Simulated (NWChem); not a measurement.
**What each level costs for SeSn**

```
Sn
Se 1 2.3702
```
Charge 0, spin multiplicity 1.

Program: NWChem. The geometry was optimised at PBE/def2-SVP with def2 effective core potentials on Sn, a minimum by its harmonic frequencies.

Basis set: def2-TZVP (98 functions). Each entry is one whole single-point run; the coupled-cluster runs use the TCE module, and the SCF and DFT modules converge to different thresholds.

Effective core potentials replace the inner electrons of Sn; spin-orbit coupling is left out. The correlated methods keep 13 core orbitals frozen. B3LYP has NWChem's definition, with VWN1-RPA local correlation. The structure started from a generated list of species.

Problem. Roughly how much processor time does each of these take, relative to RHF: MP2, B2PLYP, PBE, B3LYP, BLYP, CR-CCSD(T)?

Solution. PBE about the same, within a factor of 3; BLYP about the same, within a factor of 3; B3LYP about the same, within a factor of 3; MP2 about the same, within a factor of 3; B2PLYP about 4; CR-CCSD(T) about 20 (rough ratios from shared machines).
